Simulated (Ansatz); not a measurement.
`[F][SbH][SiH3]` + H₂S → `[F][SbH][SH]` + SiH₄ at 700 K and 1 bar (cleavage of the Sb–Si bond).

Program: Ansatz. Geometries: PBE0-D4/def2-TZVP. ΔE: electronic, gas phase. CCSD(T)/CBS is the MP2 limit (def2-TZVPP, def2-QZVPP) plus CCSD(T) − MP2 in def2-TZVPP, frozen cores. This one scheme is used for every species. def2 core potentials past Kr. For Sb outer-core shells are correlated without core-valence functions, which leaves a few kJ/mol of doubt a bond. Each species was taken in one conformer, which may not be the lowest.

```
         species  CCSD(T)/CBS energy (Eh)  H − E (kJ/mol)  S (J/(mol·K))
`[F][SbH][SiH3]`               -631.30007           148.2          421.5
             H₂S               -398.97279            64.8          236.9
  `[F][SbH][SH]`               -738.82400            96.3          381.3
            SiH₄               -291.46306           115.5          252.9
```

H − E and S are ideal-gas, rigid-rotor, harmonic terms from PBE0-D4/def2-TZVP, for one conformer and one mirror image of each species. 1 Eh = 2625.50 kJ/mol, R = 8.31446 J/(mol·K).

Task: By hand: ΔE, ΔH, ΔS and ΔG.

Result: ΔE = (-738.82400) + (-291.46306) − (-631.30007) − (-398.97279) = -0.01420 Eh = -37.3 kJ/mol. Δ(H − E) = 96.3 + 115.5 − 148.2 − 64.8 = -1.2, so ΔH = -38.5 kJ/mol. ΔS = 381.3 + 252.9 − 421.5 − 236.9 = -24.2 J/(mol·K). ΔG = -38.5 − 700 × (-24.2)/1000 = -21.6 kJ/mol.

Task: By hand: the equilibrium constant, and the temperature at which ΔG would vanish if ΔH and ΔS stayed fixed.

Result: log₁₀ K = −ΔG/(RT ln 10) = 1.6. ΔG = 0 at ΔH/ΔS = 1591 K.

TΔS isn't small against ΔH here. A doubt of 5 kJ/mol in ΔE shifts log₁₀ K by 0.4 here. Other conformers and mirror images would add mixing entropy, several J/(mol·K) or more a flexible species. These are equilibria of isolated gas molecules and say nothing of rates. Largest T1 diagnostic: 0.014 (customary marks: 0.02 for closed shells, 0.045 for open ones).
